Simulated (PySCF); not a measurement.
BClGeH₃O (calculated)

Calculation on a computer-drawn molecule: the log of a Hartree-Fock and frozen-core CCSD(T) single point meant for a local Hartree-Fock minimum, with one planted fault or none, to be diagnosed. Offsets are logged minus clean, where the clean run is the same molecule without the fault. The reference is restricted for singlets and unrestricted otherwise, and also for a bond in bohr or an excited solution. Adding or removing an electron swaps singlet and doublet. The excited solution moves the top pair (singlet) or top alpha electron (doublet) to the lowest empty orbital. Highest occupied and lowest empty are orbital energies over both spins, largest force is the largest gradient component, triples share is (T) over the correlation energy, the T1 limit is 0.02 restricted and 0.045 unrestricted, electrons count all cores, a negative frequency is imaginary (commonest isotopes), and the dipole is about the centre of nuclear charge; on germanium a core potential holds 10 electrons, which the energies leave out, and 3d is frozen in MP2 and coupled-cluster steps. Program: PySCF 2.14.0.

Common to all runs: meant charge 1; meant multiplicity 1; meant basis cc-pV(D+d)Z; meant basis and core potential on germanium cc-pVDZ-PP ECP10MDF; logged basis functions 89; logged SCF converged yes; possible faults no fault, one electron removed, one electron added, multiplicity raised by two, geometry at a saddle point, SCF held on an excited solution, minimal basis STO-3G, one bond length entered in bohr, all coordinates scaled.

(1) BClGeH₃O

Logged structure:
```xyz
7
BClGeH3O
O      0.2195    -2.5243     0.3336
Ge     0.2292    -0.8654     0.9029
B     -0.5980    -0.1294    -0.9475
Cl    -1.2210     0.3461    -2.3671
H      0.5352    -3.2166     0.9026
H      1.5993    -0.2344     1.0274
H     -0.7920    -0.5450     1.9729
```

```
logged electrons                  : 65
logged spin squared               : 0.774
logged highest occupied           : -6.6443 eV
logged lowest empty               : 1.962 eV
logged largest force              : 0.081493 hartree/bohr
logged CC converged               : no
logged dipole magnitude           : 2.8615 debye
logged SCF stable within its kind : yes
logged energy HF                  : -854.12922 hartree
planted fault                     : one electron added
HF energy offset from clean run   : -126.3 kcal/mol
```

Drawn bonds:
```
atom  other atom  order
   1           2      1
   2           3      1
   3           4      1
   1           5      1
   2           6      1
   2           7      1
```

Notes: CCSD not converged.

(2) BClGeH₃O

Structure as in entry 1.

```
logged electrons                  : 64
logged spin squared               : 0
logged highest occupied           : -8.3505 eV
logged lowest empty               : -13.954 eV
logged largest force              : 0.22157 hartree/bohr
logged CC converged               : no
logged dipole magnitude           : 13.006 debye
logged SCF stable within its kind : no
logged energy HF                  : -853.22801 hartree
planted fault                     : SCF held on an excited solution
HF energy offset from clean run   : 439.2 kcal/mol
```

Drawn bonds:
```
atom  other atom  order
   1           2      1
   2           3      1
   3           4      1
   1           5      1
   2           6      1
   2           7      1
```

Notes: CCSD not converged.

(3) BClGeH₃O

Logged structure:
```xyz
7
BClGeH3O
O      0.2353    -2.7060     0.3576
Ge     0.2458    -0.9277     0.9679
B     -0.6411    -0.1387    -1.0157
Cl    -1.3089     0.3710    -2.5375
H      0.5737    -3.4482     0.9676
H      1.7144    -0.2513     1.1013
H     -0.8490    -0.5842     2.1150
```

```
logged electrons                     : 64
logged spin squared                  : 0
logged highest occupied              : -17.183 eV
logged lowest empty                  : -4.5934 eV
logged largest force                 : 0.057803 hartree/bohr
logged T1 diagnostic                 : 0.019599
logged D1 diagnostic                 : 0.050746
logged triples share                 : 0.031301
logged CC converged                  : yes
logged dipole magnitude              : 2.1598 debye
logged SCF stable within its kind    : yes
logged energy HF                     : -853.89595 hartree
logged energy CCSD(T)                : -854.44006 hartree
planted fault                        : all coordinates scaled, by +7.2 %
HF energy offset from clean run      : 20.05 kcal/mol
CCSD(T) energy offset from clean run : 13.13 kcal/mol
```

Drawn bonds:
```
atom  other atom  order
   1           2      1
   2           3      1
   3           4      1
   1           5      1
   2           6      1
   2           7      1
```
